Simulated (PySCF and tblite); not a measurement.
Results of a calculation; reference values are marked as such.
C₈H₈GeO₂S₂, numbered as in [CH3:1][O:2][C:3](=[O:4])[c:5]1[cH:6][c:7]2[s:8][cH:9][c:10]([GeH3:11])[c:12]2[s:13]1.

Geometries GFN2-xTB; weights from B3LYP-D3(BJ)/def2-SVP energies and GFN2-xTB thermal corrections, with symmetry numbers and mirror pairs. Conformers within 2.5 kcal/mol (GFN2-xTB free energy) were kept, 3 at most. Programs: PySCF with density fitting and tblite.

Torsions listed: C1–O2–C3–O4, O2–C3–C5–S13.

| conformer | shape | symmetry | dipole D |
| --- | --- | --- | --- |
| 1 | 0°, 179° | Cs | 2.23 |
| 2 | 0°, 0° | Cs | 1.82 |

(1) Which of these conformers is the most populated at 298.15 K, and with what share?

(2) Give the DFT energies and free energies relative to the lowest, and all weights.

(3) How does its share change from 250 K to 350 K?

The minima are those of GFN2-xTB; planar forms about aryl–S or allylic bonds may be saddles in DFT.

Results:

(1) Conformer 2, about 61 %. The lead over the next is within the error of the method.

(2) 
```tsv
conformer	shape	E(DFT) kcal/mol	G(298.15 K) kcal/mol	weight %
1	0°, 179°	0.25	0.27	38.8
2	0°, 0°	0.00	0.00	61.2
```

(3) From 63 % to 60 %; the mixing entropy goes from 1.31 to 1.34 cal/(mol K).


Conformer gaps in def2-SVP on xTB geometries can be 2 kcal/mol too large for S=O, P=O and other polar bonds.